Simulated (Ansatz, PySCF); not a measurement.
A series of H-N bond dissociation energy values:

A. CCN → CC[NH] + H atom
B. [BH3-][NH3+] [azaniumylboranuide] → [BH3-][NH2+] + H atom
C. CN (CH5N) [methanamine] → C[NH] + H atom
D. B=N (BNH2) [iminoborane] → B=[N] + H atom

Quantity: bond dissociation energy (enthalpy at 298 K, with B3LYP-D3(BJ) rigid-rotor harmonic-oscillator terms from PySCF), kcal/mol. Geometries: B3LYP-D3(BJ)/def2-TZVP minima from Ansatz (a program for electronic structure), one conformer each, not searched for the lowest. Cores are frozen in the correlated levels unless marked. Open shells are spin-unrestricted. Spin-orbit coupling is left out. No relativistic terms. CBS(X,Y): correlation extrapolated as X^-3; Hartree-Fock from the larger set. The bracket is a focal-point correction in the basis named.

```tsv
	PBE0/def2-QZVPP (Ansatz)	LC-wPBE-D3(BJ)/def2-TZVPD (Ansatz + dftd3)	MP2/STO-3G (Ansatz)	RI-MP2/CBS(cc-pVTZ,cc-pVQZ)+[CCSD(T)-MP2]/cc-pVTZ (Ansatz)
A	96.0	96.6	93.1	?
B	86.5	90.0	114.7	?
C	95.2	95.7	92.2	?
D	127.5	127.9	142.9	?
```

Question: Complete the blanks.

Answer: 
- A, RI-MP2/CBS(cc-pVTZ,cc-pVQZ)+[CCSD(T)-MP2]/cc-pVTZ (Ansatz): 101.1
- B, RI-MP2/CBS(cc-pVTZ,cc-pVQZ)+[CCSD(T)-MP2]/cc-pVTZ (Ansatz): 96.3
- C, RI-MP2/CBS(cc-pVTZ,cc-pVQZ)+[CCSD(T)-MP2]/cc-pVTZ (Ansatz): 100.3
- D, RI-MP2/CBS(cc-pVTZ,cc-pVQZ)+[CCSD(T)-MP2]/cc-pVTZ (Ansatz): 131.6
